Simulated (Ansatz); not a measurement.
A run for Ansatz (a quantum-chemistry and plane-wave program): R-wB97M-V/def2-TZVPP on OF-, 2S+1 = 1, a spin state set in the input, which need not be the lowest, a point of a bond scan (R = 1.499 Å). Charge -1.

Ansatz 0.2 input:
```yaml
crystal:
  periodic: [false, false, false]
  atoms:
    - {symbol: O, position_ang: [0.00000000, 0.00000000, 0.00000000]}
    - {symbol: F, position_ang: [0.00000000, 0.00000000, 1.49860400]}
basis:
  gaussian:
    orbitals: def2-TZVPP
    pivot_positions_ang: [[0.00000000, 0.00000000, 0.00000000], [0.00000000, 0.00000000, 1.49860400]]
hamiltonian:
  xc: {name: wB97M-V}
total_charge: -1
output: {forces: true, orbitals: {seedname: ./end}}
```

The log:

```
WARN ansatz: RAYON_NUM_THREADS=1 ignored (pool sized by the plan → 1); use --threads N
Functional definition: wB97M-V
integrals: 0.01 GiB planned
307 factors; their error is unknown
integrals: 0.04 GiB planned
60 factors; integrals over basis functions are off by at most 4.1e-5 eV
mean field: 0.14 GiB planned
mean field evaluation 1: about -4757.1619 eV, gradient 5.3e1 eV
mean field evaluation 2: about -4755.6853 eV, gradient 6.8e1 eV
mean field evaluation 4: about -4761.3518 eV, gradient 3.4e0 eV
mean field evaluation 8: about -4761.3811 eV, gradient 2.0e-2 eV
mean field -4761.38107016 eV, -174.9775269483 hartree, gradient 1.7e-5 eV, S^2 0.000000; 0 other end points of the search recorded, 0 dependent functions left out
the calculation of the forces begins
reference -4761.38108511 eV, -174.9775274978 hartree; 9, 9 occupied and 53, 53 virtual orbitals, 307 factors
Total energy: -4761.38108511 eV, -174.9775274978 hartree
Atom 0 at     0.000000     0.000000     0.000000 Å, force     0.000000     0.000000    -0.104484 eV/Å
Atom 1 at     0.000000     0.000000     1.498604 Å, force    -0.000000     0.000000     0.104484 eV/Å
Dipole moment:    -0.000000     0.000000     0.279133 e Å
```

The calculation finished and met its thresholds.

Cost: very roughly 0.8 core-seconds.
